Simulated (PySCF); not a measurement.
An unknown is described by computed data only.

Formula: C5HNS.

- 1H NMR: chemical shifts (computed TMS as zero) by class: 1.09 (1 H) ppm [GIAO PBE0/pcSseg-1]
- NMR, other nuclei: isotropic shieldings of nuclei other than C and H, by class: 165 (1 N), 728 (1 S) ppm [GIAO PBE0/pcSseg-1]
- Dipole: 0.92 D [PBE0/pcSseg-1]
- Rotational structure: rotational constants A, B, C: 341.016, 0.605, 0.604 GHz [GFN2-xTB]
- 13C NMR: chemical shifts (computed TMS as zero) by class: 125.3 (1 C), 74.6 (1 C), 71.0 (1 C), 61.4 (1 C), 43.5 (1 C) ppm [GIAO PBE0/pcSseg-1]

The electronic properties come from PySCF, for the isolated species, density fitting. Levels stand in brackets. Isolated species at its GFN2-xTB geometry, gas phase. Each NMR value is the plain mean over a class of atoms that symmetry, rotation or inversion makes alike.

Question: Give a SMILES that accounts for the data.

Answer: Numbering: `[CH:1]#[C:2][C:3]#[C:4][N:5]=[C:6]=[S:7]`. Its formula, C5HNS, gives 6 degrees of unsaturation: 0 rings and 6 π bonds in the structure found. 5 carbons fall into 5 classes; from least to most shielded: isothiocyanate carbon [C6] (125.3 ppm), alkyne carbon [C2] (74.6 ppm), terminal alkyne carbon [C1] (71.0 ppm), alkyne carbon [C4] (61.4 ppm), alkyne carbon [C3] (43.5 ppm). The one hydrogen (1.09 ppm): alkyne hydrogen. The other shieldings belong to: 165 ppm, isothiocyanate nitrogen [N5]; 728 ppm, sulfur bonded to C [S7]. By its constants the optimised geometry is a nearly prolate symmetric top. Structure: isothiocyanate diacetylene (`C#CC#CN=C=S`). The assignments are read from this structure; whether some other isomer fits the data as well wasn't checked.
